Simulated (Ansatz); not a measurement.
Program: Ansatz. Geometries: PBE0-D4/def2-TZVP. ΔE: electronic, gas phase. CCSD(T)/CBS adds triple-zeta CCSD(T) − MP2 to the extrapolated MP2 energy (def2 sets, frozen cores). DFT in def2-TZVPP. HSE06 is defined as in plane-wave codes. For Se outer-core shells are correlated without core-valence functions, which leaves a few kJ/mol of doubt a bond. Scalar relativity is left out up to krypton. Each species was taken in one conformer, which may not be the lowest.

Reaction (formal exchange of groups at a B–C bond): `BBC(=N)O` + `C=NB[SeH]` → `BBB[SeH]` + `C=NC(=N)O`

Question: Is it downhill or uphill in electronic energy at CCSD(T)/CBS, and by how much? (An estimate is asked.)

Answer: Ansatz gave: Uphill: ΔE = +76.9 kJ/mol.

Question: What do these levels give: revPBE-D4, B97M-V, HSE06-D4, ωB97M-V, B2PLYP, PBE-QIDH, r2SCANh, LC-ωPBE, MP2/def2-SVP, MP2/def2-TZVPP, CCSD/def2-TZVPP, CCSD/CBS(def2)? (Estimate.)

Answer: Computed: revPBE-D4 79.7, B97M-V 68.8, HSE06-D4 76.5, ωB97M-V 80.6, B2PLYP 85.9, PBE-QIDH 75.5, r2SCANh 77.2, LC-ωPBE 76.9, MP2/def2-SVP 86.5, MP2/def2-TZVPP 83.1, CCSD/def2-TZVPP 76.1, CCSD/CBS(def2) 77.7 kJ/mol.

Question: What do rigid-rotor, harmonic-oscillator terms from PBE0-D4/def2-TZVP frequencies (298.15 K, 1 bar) make of the CCSD(T)/CBS value? (Best estimate.)

Answer: Computed: ΔZPE = +3.3 kJ/mol, ΔH = +78.3 kJ/mol, ΔS = -17 J/(mol·K), ΔG = +83.4 kJ/mol. Modes under 50 cm⁻¹ make the entropy rough.

Largest T1 diagnostic among the species: 0.015.

From PBE to PBE0 (25 % exact exchange), in def2-TZVPP and without D4, ΔE moves by −5.2 kJ/mol. Leaving LDA and LC-ωPBE aside and taking each functional with its dispersion term where it has one, the values, not all of them listed here, spread over 23.5 kJ/mol, from B97M-V to BLYP-D4.
